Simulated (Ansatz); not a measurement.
Born–Oppenheimer molecular dynamics of FH6OPSi (10 atoms, charge 0, multiplicity 1). It starts at the highest image of a converged band. Of that band: Neighbouring images differ by up to 2.1 eV, so the band resolves the path poorly. A vibrational analysis at the climbing image gives one clearly imaginary mode, 1317i cm⁻¹: a first-order saddle point.

All numbers below come from RKS PBE0-D4/6-31G* in Ansatz.

```json
{
 "ensemble": "NVE (velocity Verlet)",
 "time step": "0.5 fs",
 "steps asked": "199",
 "starting velocities drawn for": "300 K",
 "seed": "5980"
}
```

Frames 0.5 fs apart, positions in Å, forces in eV/Å.

Velocities at 55.0 fs (Å/ps):

```
Si -2.35 4.53 -8.63
H -22.61 51.08 96.22
F -10.06 0.27 -5.55
H -27.16 -12.48 -9.23
O -0.22 7.23 -5.70
H 14.96 41.31 -17.82
P 10.44 -11.06 7.17
H -22.41 -5.37 27.16
H 17.65 -36.86 14.95
H -22.47 56.07 104.10
```

```xyz
10
Properties=species:S:1:pos:R:3:forces:R:3 time_fs=55.0 energy_less_start_eV=-2.227 T=2454
Si 0.305 -0.613 0.040 -0.79 1.13 2.80
H -0.969 2.569 6.229 0.00 0.00 0.00
F 1.150 0.318 -0.840 2.34 1.83 -1.86
H -0.288 0.160 1.143 0.00 0.25 0.34
O -0.996 -0.916 -0.780 -2.70 -2.31 -2.85
H -0.997 -1.520 -1.565 0.00 0.82 0.98
P 1.525 -1.990 1.097 0.98 -1.59 0.38
H 0.378 -2.744 1.462 -0.03 -0.03 0.19
H 1.811 -2.854 0.004 0.20 -0.10 0.02
H -0.521 1.975 6.250 0.00 0.00 0.00
10
Properties=species:S:1:pos:R:3:forces:R:3 time_fs=55.5 energy_less_start_eV=-2.237 T=2464
Si 0.303 -0.610 0.036 -0.74 0.85 3.08
H -0.980 2.594 6.277 -0.04 0.06 0.00
F 1.145 0.318 -0.843 2.46 1.96 -1.96
H -0.301 0.154 1.139 0.05 0.25 0.34
O -0.996 -0.912 -0.783 -2.73 -2.14 -2.67
H -0.990 -1.498 -1.573 -0.03 0.60 0.73
P 1.531 -1.995 1.101 0.64 -1.63 0.28
H 0.367 -2.746 1.475 0.23 0.12 0.09
H 1.820 -2.872 0.011 0.14 -0.02 0.10
H -0.533 2.003 6.302 0.04 -0.06 0.00
10
Properties=species:S:1:pos:R:3:forces:R:3 time_fs=56.0 energy_less_start_eV=-2.242 T=2468
Si 0.302 -0.608 0.032 -0.72 0.60 3.33
H -0.992 2.620 6.325 -0.08 0.10 0.00
F 1.141 0.319 -0.846 2.56 2.07 -2.04
H -0.315 0.149 1.135 0.10 0.25 0.34
O -0.997 -0.909 -0.787 -2.74 -1.89 -2.37
H -0.983 -1.476 -1.579 -0.06 0.32 0.36
P 1.536 -2.001 1.105 0.32 -1.66 0.19
H 0.356 -2.749 1.489 0.45 0.25 0.00
H 1.830 -2.891 0.019 0.09 0.06 0.19
H -0.544 2.031 6.354 0.08 -0.10 0.00
10
Properties=species:S:1:pos:R:3:forces:R:3 time_fs=56.5 energy_less_start_eV=-2.239 T=2466
Si 0.301 -0.606 0.028 -0.72 0.38 3.55
H -1.003 2.646 6.373 -0.10 0.12 -0.01
F 1.136 0.320 -0.849 2.64 2.17 -2.11
H -0.328 0.144 1.133 0.16 0.23 0.32
O -0.998 -0.906 -0.791 -2.73 -1.59 -1.95
H -0.975 -1.452 -1.584 -0.08 -0.01 -0.10
P 1.541 -2.007 1.108 0.04 -1.66 0.11
H 0.347 -2.751 1.503 0.65 0.35 -0.09
H 1.839 -2.909 0.027 0.04 0.14 0.26
H -0.555 2.059 6.406 0.10 -0.12 0.01
10
Properties=species:S:1:pos:R:3:forces:R:3 time_fs=57.0 energy_less_start_eV=-2.230 T=2457
Si 0.299 -0.603 0.025 -0.73 0.17 3.74
H -1.015 2.672 6.421 -0.10 0.13 -0.01
F 1.132 0.321 -0.853 2.70 2.24 -2.15
H -0.341 0.140 1.131 0.22 0.21 0.30
O -1.000 -0.904 -0.795 -2.70 -1.28 -1.48
H -0.968 -1.428 -1.589 -0.09 -0.33 -0.59
P 1.547 -2.013 1.112 -0.21 -1.64 0.03
H 0.339 -2.752 1.517 0.82 0.43 -0.17
H 1.849 -2.928 0.036 -0.02 0.21 0.33
H -0.566 2.086 6.458 0.10 -0.13 0.01
10
Properties=species:S:1:pos:R:3:forces:R:3 time_fs=57.5 energy_less_start_eV=-2.219 T=2447
Si 0.298 -0.601 0.022 -0.75 0.00 3.88
H -1.027 2.699 6.470 -0.08 0.10 -0.01
F 1.129 0.322 -0.857 2.74 2.29 -2.18
H -0.353 0.137 1.130 0.28 0.19 0.27
O -1.002 -0.901 -0.799 -2.66 -1.02 -1.04
H -0.961 -1.405 -1.596 -0.08 -0.61 -1.04
P 1.552 -2.019 1.116 -0.41 -1.59 -0.04
H 0.333 -2.752 1.530 0.95 0.48 -0.23
H 1.859 -2.945 0.045 -0.06 0.26 0.37
H -0.576 2.113 6.510 0.08 -0.10 0.01
10
Properties=species:S:1:pos:R:3:forces:R:3 time_fs=58.0 energy_less_start_eV=-2.212 T=2440
Si 0.296 -0.598 0.019 -0.76 -0.16 3.99
H -1.039 2.725 6.518 -0.05 0.06 0.00
F 1.125 0.324 -0.861 2.75 2.31 -2.18
H -0.365 0.133 1.129 0.34 0.16 0.23
O -1.004 -0.899 -0.804 -2.60 -0.84 -0.70
H -0.955 -1.383 -1.605 -0.07 -0.78 -1.36
P 1.557 -2.025 1.119 -0.58 -1.51 -0.10
H 0.329 -2.750 1.543 1.04 0.51 -0.28
H 1.868 -2.962 0.056 -0.11 0.31 0.40
H -0.586 2.140 6.562 0.05 -0.06 0.00
10
Properties=species:S:1:pos:R:3:forces:R:3 time_fs=58.5 energy_less_start_eV=-2.214 T=2443
Si 0.295 -0.596 0.017 -0.78 -0.30 4.04
H -1.052 2.752 6.566 -0.01 0.01 0.00
F 1.123 0.326 -0.865 2.73 2.30 -2.16
H -0.376 0.130 1.129 0.39 0.14 0.19
O -1.007 -0.897 -0.808 -2.52 -0.79 -0.56
H -0.948 -1.363 -1.618 -0.06 -0.81 -1.47
P 1.562 -2.031 1.123 -0.72 -1.40 -0.15
H 0.328 -2.748 1.556 1.09 0.51 -0.31
H 1.877 -2.978 0.067 -0.14 0.34 0.42
H -0.597 2.167 6.614 0.01 -0.01 0.00
10
Properties=species:S:1:pos:R:3:forces:R:3 time_fs=59.0 energy_less_start_eV=-2.230 T=2458
Si 0.293 -0.593 0.015 -0.78 -0.41 4.05
H -1.064 2.779 6.614 0.03 -0.04 0.00
F 1.120 0.328 -0.870 2.70 2.27 -2.11
H -0.386 0.128 1.130 0.44 0.11 0.15
O -1.010 -0.895 -0.813 -2.42 -0.86 -0.63
H -0.942 -1.346 -1.634 -0.06 -0.71 -1.34
P 1.568 -2.038 1.127 -0.81 -1.26 -0.20
H 0.329 -2.744 1.567 1.11 0.49 -0.34
H 1.886 -2.994 0.080 -0.17 0.36 0.41
H -0.607 2.193 6.667 -0.03 0.04 0.00
10
Properties=species:S:1:pos:R:3:forces:R:3 time_fs=59.5 energy_less_start_eV=-2.256 T=2483
Si 0.291 -0.591 0.013 -0.78 -0.50 4.00
H -1.076 2.806 6.662 0.07 -0.09 0.01
F 1.118 0.330 -0.875 2.64 2.22 -2.04
H -0.394 0.126 1.131 0.48 0.09 0.11
O -1.013 -0.893 -0.818 -2.29 -1.02 -0.90
H -0.936 -1.330 -1.653 -0.07 -0.50 -0.99
P 1.573 -2.045 1.130 -0.87 -1.09 -0.23
H 0.333 -2.740 1.578 1.09 0.45 -0.34
H 1.895 -3.008 0.093 -0.20 0.36 0.39
H -0.617 2.220 6.719 -0.07 0.09 -0.01
10
Properties=species:S:1:pos:R:3:forces:R:3 time_fs=60.0 energy_less_start_eV=-2.287 T=2513
Si 0.290 -0.588 0.012 -0.76 -0.58 3.91
H -1.089 2.833 6.710 0.10 -0.12 0.01
F 1.116 0.333 -0.880 2.55 2.14 -1.94
H -0.402 0.124 1.132 0.51 0.07 0.08
O -1.017 -0.891 -0.823 -2.13 -1.23 -1.29
H -0.930 -1.315 -1.674 -0.10 -0.25 -0.51
P 1.578 -2.051 1.134 -0.89 -0.89 -0.26
H 0.339 -2.734 1.587 1.03 0.39 -0.33
H 1.903 -3.022 0.108 -0.22 0.34 0.35
H -0.627 2.247 6.771 -0.10 0.12 -0.01
10
Properties=species:S:1:pos:R:3:forces:R:3 time_fs=60.5 energy_less_start_eV=-2.317 T=2541
Si 0.288 -0.586 0.011 -0.73 -0.63 3.76
H -1.100 2.859 6.758 0.10 -0.13 0.01
F 1.115 0.336 -0.886 2.45 2.03 -1.83
H -0.408 0.122 1.133 0.54 0.06 0.05
O -1.021 -0.890 -0.828 -1.93 -1.43 -1.71
H -0.924 -1.300 -1.697 -0.14 0.01 0.02
P 1.583 -2.058 1.137 -0.88 -0.66 -0.29
H 0.348 -2.727 1.597 0.94 0.31 -0.31
H 1.910 -3.035 0.123 -0.23 0.31 0.29
H -0.638 2.275 6.823 -0.10 0.13 -0.01
```

Of the whole run (100 fs, mean temperature of the second half 2109 K): The conserved energy stayed within 0.18 meV per atom of its start (net change 0.11 meV per atom), so the integration is sound. The kinetic energy rose, since the run started high on the potential surface and went downhill. It ends in pieces (FH4OPSi + H2), so much of that is their flight and rotation, not heat. A run of 0.1 ps of so small a system gives no equilibrium averages. The orbitals stay closed-shell, which can raise the energy where a bond breaks towards radicals; this wasn't checked here.

The run took 12 min on 1 thread of Arm Neoverse V1 (shared host), peak memory 0.15 GiB.
